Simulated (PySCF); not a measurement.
Distorted geometries of [Yb(P5)2]+

[Yb(P5)2]+ (singlet in the valence; each metal's 4f electrons, 13 of them, lie in its core potential, out of spins and levels). PySCF 2.14.0, RKS r2SCAN, Yb lcecp-1-SVP with ECP59, P def2-SVP; non-relativistic Hamiltonian with scalar-relativistic core potentials where named; density fitting; no spin-orbit coupling. Relaxed geometry:

```xyz
11

Yb    0.0000    0.0000    0.0000
P     0.0000    1.8269    2.3640
P    -1.7375    0.5645    2.3640
P    -1.0738   -1.4780    2.3640
P     1.0738   -1.4780    2.3640
P     1.7375    0.5646    2.3640
P     0.0000   -1.8269   -2.3640
P    -1.7375   -0.5646   -2.3640
P    -1.0738    1.4780   -2.3640
P     1.0738    1.4780   -2.3640
P     1.7375   -0.5645   -2.3640
```

Problem. Order these distorted geometries by energy above the relaxed one, lowest first.
A.
```xyz
11

Yb   -0.0504   -0.0067   -0.0404
P    -0.0707    1.8060    2.4377
P    -1.7153    0.6134    2.2814
P    -1.0154   -1.3663    2.4026
P     1.0211   -1.5387    2.3488
P     1.7874    0.5499    2.2969
P    -0.0658   -1.8337   -2.3306
P    -1.7502   -0.5462   -2.3064
P    -1.0822    1.4507   -2.3540
P     1.1478    1.5108   -2.3907
P     1.7936   -0.6392   -2.3451
```
B.
```xyz
11

Yb   -0.1158    0.1251    0.0426
P    -0.0330    1.7674    2.2625
P    -1.6776    0.5300    2.5076
P    -0.9487   -1.3510    2.3156
P     1.0564   -1.3702    2.4661
P     1.7130    0.4235    2.3641
P     0.0812   -1.8411   -2.4076
P    -1.7218   -0.7180   -2.4408
P    -1.0441    1.5674   -2.2432
P     1.0038    1.4135   -2.3779
P     1.6866   -0.5466   -2.4890
```
C.
```xyz
11

Yb   -0.2953    0.1051    0.0684
P    -0.0943    1.9181    2.4703
P    -1.7522    0.5840    2.4751
P    -1.0259   -1.7119    2.4016
P     1.1285   -1.3507    2.3238
P     1.7432    0.5089    2.1082
P    -0.0098   -1.7251   -2.3535
P    -1.7188   -0.5387   -2.5114
P    -1.0372    1.4560   -2.4205
P     1.1436    1.4842   -2.1260
P     1.9181   -0.7298   -2.4361
```

Solution. A (0.55 eV), C (1.38 eV), B (1.54 eV).

Problem. Which forces (eV/Å) act in the one that lies 1.54 eV up?

Solution. 
```
Yb   0.05 -0.30 -1.07
P    1.09  1.29  0.68
P   -1.34  1.39 -0.32
P   -2.79 -2.99  0.46
P    1.07 -4.76  0.07
P    1.98  5.17 -0.23
P   -1.34 -0.69 -0.12
P    0.18  1.25  0.59
P   -1.42 -1.57 -0.37
P    0.94  1.28  0.06
P    1.59 -0.08  0.24
```
Forces carry noise of the integration grid, about 0.01 to 0.03 eV/Å.

No frequency check is given that shows the relaxed geometry to be a minimum. An lcecp potential fixes the number of 4f electrons, so in runs with it no electron can move into or out of that shell.
